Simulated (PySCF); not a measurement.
## Magnetisability: `BO[C@@H](CCC)OC`, C5H13BO2

Cartesian coordinates in Å; atom numbers follow the order of the lines, from 1:
```xyz
21

B     1.231    2.402    1.429
O     0.671    1.826    0.379
C     0.447    0.441    0.239
C    -0.978    0.214   -0.264
C    -1.342   -1.267   -0.303
C    -2.752   -1.479   -0.841
O     1.329   -0.093   -0.701
C     2.676   -0.131   -0.288
H     1.380    3.561    1.352
H     1.551    1.787    2.388
H     0.600   -0.053    1.221
H    -1.660    0.758    0.392
H    -1.045    0.642   -1.265
H    -1.269   -1.684    0.704
H    -0.623   -1.788   -0.936
H    -3.481   -0.970   -0.215
H    -2.996   -2.538   -0.861
H    -2.836   -1.089   -1.852
H     3.073    0.875   -0.113
H     3.227   -0.605   -1.098
H     2.787   -0.722    0.629
```

Computed with GIAO PBE/pcSseg-1 magnetisability, rotational g tensor and spin-rotation constants, non-relativistic, gas phase (PySCF 2.14.0). Geometry: GFN2-xTB.

How diamagnetic is it, and how anisotropic?

Isotropic -1289 × 10⁻³⁰ J/T², or -77.6 × 10⁻⁶ cm³/mol; principal values -1403, -1273, -1190 × 10⁻³⁰ J/T², anisotropy 186 × 10⁻³⁰ J/T² (root of half the summed squared differences of the principal values). The susceptibility is in cgs units.

Split it along the inertial axes a, b, c into diamagnetic and paramagnetic parts about the centre of mass, with the quadrupole moment.


```csv
axis,χ (10⁻⁶ cm³/mol),diamagnetic (10⁻⁶ cm³/mol),paramagnetic (10⁻⁶ cm³/mol),summed x² of all electrons (Å²),quadrupole Θ (D Å)
a,-79.4,-490.7,411.4,265.1,+0.27
b,-77.9,-1236.2,1158.3,89.4,+1.31
c,-75.6,-1504.1,1428.5,26.3,-1.58
```
Anisotropies 2χaa − χbb − χcc = -5.3 and 2χbb − χaa − χcc = -0.8 × 10⁻⁶ cm³/mol. Θ is traceless in Buckingham's convention.

And the rotational g tensor?


| axis | rotational constant (GHz) | g | nuclear part | electronic part |
| --- | --- | --- | --- | --- |
| a | 3.2948 | -0.0208 | 0.6159 | -0.6367 |
| b | 1.1222 | -0.0082 | 0.6024 | -0.6106 |
| c | 0.8946 | -0.0068 | 0.5936 | -0.6004 |

Asymmetric top; isotopes 11B, 12C, 1H, 16O; no vibrational averaging.
